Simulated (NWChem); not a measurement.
Species: MgNH₃; SMILES [NH2][MgH]

```xyz
5

Mg     0.0000     0.0000    -0.7499
H      0.0000     0.0000    -2.4480
N      0.0000     0.0000     1.1382
H      0.0000    -0.8106     1.7398
H      0.0000     0.8106     1.7398
```
Atoms are numbered in this order, from 1.

Program: NWChem. Pople sets run with spherical d functions. All runs use the structure optimised with PBE0-D3(BJ)/def2-TZVP. B3LYP is NWChem's, with the RPA form of VWN correlation. Vertical excitations in the gas phase; the lowest state need not have the same character in each row.

```json
[
 {"level": "PBE/6-31+G*, TDA", "lowest excitation, singlet (eV)": "3.78", "oscillator strength of that lowest state": "0.078", "orbital gap (eV)": "3.65"},
 {"level": "B3LYP/6-31+G*, TDA", "lowest excitation, singlet (eV)": "4.14", "oscillator strength of that lowest state": "0.079", "orbital gap (eV)": "5.11"},
 {"level": "Hartree-Fock/6-31+G*, CIS", "lowest excitation, singlet (eV)": "5.36", "oscillator strength of that lowest state": "0.093", "orbital gap (eV)": "10.18"},
 {"level": "LRC-wPBEh/6-31+G*, TDA", "lowest excitation, singlet (eV)": "[?]", "oscillator strength of that lowest state": "[?]", "orbital gap (eV)": "[?]"}
]
```

**Question.** What belongs in the gaps?

**Answer.** 
- LRC-wPBEh/6-31+G*, TDA, lowest excitation, singlet (eV): 4.46
- LRC-wPBEh/6-31+G*, TDA, oscillator strength of that lowest state: 0.086
- LRC-wPBEh/6-31+G*, TDA, orbital gap (eV): 8.59
